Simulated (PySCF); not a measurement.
# Cl²⁺ (chlorine, charge +2) across methods

[Ne] 3s1 3p3 3d1, high-spin 6D determinant (an excited configuration). All numbers are calculated (PySCF 2.14, scalar relativity by spin-free X2C-1e, in aug-cc-pCVTZ-DK (8s7p5d3f, 75 functions)).

```
 method  E (hartree)  mean ε 3s α (eV)  mean ε 3p α (eV)  mean ε 3d α (eV)  Σ⟨r²⟩ (bohr²)   ⟨S²⟩
   BLYP    -459.2474           -48.633           -35.085           -16.608          17.28  8.750
    PBE    -459.0731           -49.103           -35.525           -16.927          17.24  8.750
 r2SCAN    -459.2519           -50.586           -36.295           -17.033          17.16  8.750
    LDA    -457.7248           -48.915           -35.499           -16.800          17.33  8.750
  B3LYP    -459.2514           -51.389           -36.948           -17.867          17.22  8.750
    UHF   -458.74441           -61.265           -43.261           -22.092          17.15  8.750
wB97M-V    -459.2122           -54.435           -39.700           -20.192          17.41  8.750
   PBE0    -459.1137           -52.306           -37.603           -18.287          17.18  8.750
   PW91    -459.2451           -49.145           -35.582           -16.990          17.23  8.750
```

The outer electron is Rydberg-like, and this basis confines it to a smaller radius and binds it less than a complete one would.
